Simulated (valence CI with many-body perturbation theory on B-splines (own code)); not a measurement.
Missing levels of Tm⁶³⁺

Calculated by valence CI with perturbative core correlation (CI+MBPT): four valence electrons over a frozen Dirac-Fock core [He], a basis of 11 s, 11 p, 9 d, 7 f, 5 g, 2 h, 1 i functions for each j, with the one-electron correlation potential Σ1, the two-electron term Σ2, the three-electron term Σ3, Breit, model QED; selected CI, second order for the rest (own B-spline code, finite nucleus).

The last digits are not significant, and no measured levels were compared; by estimate large intervals hold to a few tenths of a per cent, small ones and those within an open d or f shell to about a per cent. Among the levels kept, up to 280 cm⁻¹ of a level comes from second order outside the variational space, and about a tenth of that is noise between levels of different J, which matters for small intervals.

| Level | E (Ry) |
| --- | --- |
| (2s^2 2p1/2^2) J=0 | 0.00 |
| (2s^2 2p1/2 2p3/2) J=1 | ? |
| (2s^2 2p1/2 2p3/2) J=2 | ? |
| (2s 2p1/2^2 2p3/2) J=2 | 94.89 |
| (2s 2p1/2^2 2p3/2) J=1 | 100.82 |
| (2s^2 2p3/2^2) J=2 | 152.94 |
| (2s^2 2p3/2^2) J=0 | 157.13 |
| (2s 2p1/2 2p3/2^2) J=2 [a] | 168.04 |
| (2s 2p1/2 2p3/2^2) J=3 | 171.18 |
| (2s 2p1/2 2p3/2^2) J=0 | 175.26 |
| (2s 2p1/2 2p3/2^2) J=1 [a] | ? |
| (2s 2p1/2 2p3/2^2) J=2 [b] | 177.50 |
| (2s 2p1/2 2p3/2^2) J=1 [b] | 177.79 |
| (2p1/2^2 2p3/2^2) J=2 | 198.51 |
| (2p1/2^2 2p3/2^2) J=0 | 202.92 |
| (2s 2p3/2^3) J=2 | ? |
| (2s 2p3/2^3) J=1 | 255.84 |
| (2p1/2 2p3/2^3) J=1 | ? |
| (2p1/2 2p3/2^3) J=2 | 275.95 |
| (2p3/2^4) J=0 | ? |

Levels are named by their leading jj configuration (3d3/2^4 stands for four electrons in 3d with j = 3/2), which in mixed levels can hold well under half, so a name can repeat and another be missing. Letters in brackets count levels of one name in rising energy.

**Question.** The levels stand in rising order. What does the calculation give for the missing energies?

**Answer.** (2s^2 2p1/2 2p3/2) J=1 75.06; (2s^2 2p1/2 2p3/2) J=2 76.38; (2s 2p1/2 2p3/2^2) J=1 [a] 176.79; (2s 2p3/2^3) J=2 250.06; (2p1/2 2p3/2^3) J=1 274.61; (2p3/2^4) J=0 354.37.
